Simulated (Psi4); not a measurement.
Interaction energy of CO2 ··· C2H2 (SMILES O=C=O and C#C). Monomers: optimised at B3LYP-D3(BJ) (def2-TZVP), held rigid. Orientation: lowest of the rigid-body minima from ten starts at GFN2-xTB. Only R, the distance of the centres of mass, is varied, so the lowest point isn't the relaxed dimer.

Levels: HF/aug-cc-pVDZ, counterpoise-corrected (Psi4); revPBE/def2-TZVP, counterpoise-corrected (Psi4); PBE/def2-TZVP, counterpoise-corrected (Psi4); SAPT0/jun-cc-pVDZ, frozen core (Psi4).

Interaction energies in kJ/mol:

```tsv
R / Å	HF/aug-cc-pVDZ	revPBE/def2-TZVP	PBE/def2-TZVP
2.57	42.37	38.10	23.86
2.84	12.38	13.21	3.22
3.04	2.92	4.95	-2.53
3.20	-0.77	1.43	-4.39
3.41	-2.89	-0.94	-5.02
3.63	-3.46	-1.96	-4.69
3.91	-3.24	-2.26	-3.81
4.24	-2.59	-2.02	-2.76
4.73	-1.70	-1.41	-1.61
5.42	-0.92	-0.73	-0.75
6.42	-0.42	-0.30	-0.30
7.72	-0.17	-0.12	-0.12
```

Q: What does SAPT0/jun-cc-pVDZ give at the same points?

A: 2.57: 18.84; 2.84: -1.67; 3.04: -6.83; 3.20: -8.11; 3.41: -8.00; 3.63: -7.00; 3.91: -5.50; 4.24: -3.97; 4.73: -2.42; 5.42: -1.25; 6.42: -0.54; 7.72: -0.21 (kJ/mol).
